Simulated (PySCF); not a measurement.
Cd⁺ (cadmium, charge +1) across methods

[Kr] 4d9 5s2, 2D determinant (an excited configuration). Computed with PySCF 2.14 in def2-QZVPPD with the def2 core potential (28 electrons) (7s5p4d4f2g, 88 functions), with scalar relativity through the core potential.

```csv
method,E (hartree),mean ε 4d β (eV),mean ε 5s α (eV),mean ε 5s β (eV),Σ⟨r²⟩ (bohr²),⟨S²⟩
PBE,-167.1447,-24.029,-14.798,-14.536,38.99,0.751
LDA,-166.8381,-24.135,-15.161,-14.916,38.92,0.750
wB97M-V,-167.0781,-28.874,-17.694,-17.447,39.12,0.751
UHF,-166.28910,-32.356,-17.064,-16.720,39.74,0.752
B3LYP,-167.2034,-25.925,-15.569,-15.337,39.06,0.751
PBE0,-167.1321,-26.358,-15.580,-15.307,39.00,0.751
PBEsol,-166.9331,-23.986,-14.865,-14.604,38.92,0.751
r2SCAN,-167.1905,-24.527,-14.994,-14.754,38.83,0.751
M06,-167.1709,-26.276,-15.901,-15.689,38.88,0.751
```

Energies and moments cover only the electrons outside the core potential.
